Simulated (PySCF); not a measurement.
Cost of one run: shielding job, `C#Cc1cocc(F)c1=O`.

Method: GIAO PBE/ANO-RCC-VDZP NMR shielding, non-relativistic, IEF-PCM tetrahydrofuran (PySCF 2.14.0, density-fitted response routines). Geometry: GFN2-xTB. Work: shieldings, ring-centre shieldings, charges and field gradients, density fitting. A driver script takes a list of jobs; this job's settings line and coordinates (Å) are shown.

Command:
```bash
OMP_NUM_THREADS=1 python probes_run.py task.json out
```

Input:
```
{"job": {"kind": "nmr", "xc": "PBE", "basis": "ANO-RCC-VDZP", "solvent": "tetrahydrofuran", "pop": true, "scf": {"aux": "def2-qzvpp-jkfit"}}, "charge": 0, "multiplicity": 1}
C      3.170351     0.472322    -0.085521
C      2.004443     0.187500    -0.067594
C      0.615146    -0.066030    -0.035944
C      0.132494    -1.323915    -0.165571
O     -1.166567    -1.648002    -0.148425
C     -2.053089    -0.658591     0.009224
C     -1.693504     0.632186     0.150505
F     -2.657563     1.552472     0.302873
C     -0.294844     1.086982     0.144375
O      0.056456     2.239031     0.268761
H      4.193114     0.704815    -0.103048
H      0.770036    -2.186625    -0.298698
H     -3.080862    -0.991658     0.011335
```

Hardware: an Intel Xeon at 2.50 GHz with one thread, shared host. PySCF's memory limit was set to 1200 MB.

The basis has 155 functions.

Task: Which is nearest to the wall time?
A. 14 s
B. 15 min
C. 1.9 min
D. 1.9 h

Result: C. The run took 1.9 min. The SCF took 15 cycles.

Task: Estimate the peak memory.

Result: About 0.80 GiB. Peak memory is the resident size of the whole Python process, interpreter and libraries included.

Task: At this speed, how long would 1000 such jobs take on 32 cores, one job a core?

Result: 1000/32 gives 32 rounds of 1.9 min, about 61 min of wall time and 32 core-hours, if the jobs don't slow each other.

The SCF part of the output:
```
final grid: 128592 points
cycle   1  E = -518.1054387819  dE =  1.916e+00  |g| = 1.001e+00  |ddm| = 5.686e+00
cycle   2  E = -515.0078484299  dE =  3.098e+00  |g| = 3.037e+00  |ddm| = 4.536e+00
cycle   3  E = -518.1218107624  dE = -3.114e+00  |g| = 8.694e-01  |ddm| = 4.565e+00
cycle   4  E = -518.3064579927  dE = -1.846e-01  |g| = 2.560e-01  |ddm| = 1.089e+00
cycle   5  E = -518.2971474960  dE =  9.310e-03  |g| = 3.055e-01  |ddm| = 5.118e-01
cycle   6  E = -518.3192052244  dE = -2.206e-02  |g| = 9.310e-02  |ddm| = 3.929e-01
cycle   7  E = -518.3211299844  dE = -1.925e-03  |g| = 2.438e-02  |ddm| = 9.980e-02
cycle   8  E = -518.3212018889  dE = -7.190e-05  |g| = 1.667e-02  |ddm| = 3.572e-02
cycle   9  E = -518.3212717380  dE = -6.985e-05  |g| = 4.542e-03  |ddm| = 1.920e-02
cycle  10  E = -518.3212751623  dE = -3.424e-06  |g| = 2.214e-03  |ddm| = 5.256e-03
cycle  11  E = -518.3212763820  dE = -1.220e-06  |g| = 3.145e-04  |ddm| = 2.461e-03
cycle  12  E = -518.3212763908  dE = -8.802e-09  |g| = 2.471e-04  |ddm| = 5.056e-04
cycle  13  E = -518.3212764039  dE = -1.303e-08  |g| = 7.457e-05  |ddm| = 2.671e-04
cycle  14  E = -518.3212764045  dE = -5.894e-10  |g| = 4.940e-05  |ddm| = 7.580e-05
cycle  15  E = -518.3212764050  dE = -5.095e-10  |g| = 1.734e-05  |ddm| = 6.049e-05
converged SCF energy = -518.3212764050
```

Other jobs ran on the host; a repeat could differ by tens of per cent or more.
